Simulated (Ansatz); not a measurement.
MoCl3H3, SMILES [Cl][MoH3]([Cl])[Cl], multiplicity 1.

Geometry: PBE-D3(BJ)/def2-SVP. The spin state was assumed, not searched. The structure was generated by enumeration; whether it is a known compound was not checked. The def2 effective core potentials stand for the cores of Mo; spin–orbit coupling is left out.

Two levels are set side by side: PBE/def2-SVPD (Ansatz, a first-principles code) and CAM-B3LYP/def2-SVPD (Ansatz). Energy differences of separate SCF runs at the same geometry; the states with an electron removed or added have multiplicity 2 and 2. Differences are taken from unrounded values.

```tsv
quantity	PBE
vertical ionisation energy (eV)	9.94
vertical electron affinity (eV)	2.01
vertical singlet–triplet gap (eV)	2.34
```

Task: These are the PBE values. What does CAM-B3LYP give? (Estimate from the structure and the level; the computed values follow.)

Result: 
| quantity | CAM-B3LYP | PBE minus CAM-B3LYP |
|---|---|---|
| vertical ionisation energy (eV) | 10.65 | -0.71 |
| vertical electron affinity (eV) | 2.55 | -0.53 |
| vertical singlet–triplet gap (eV) | 2.36 | -0.02 |
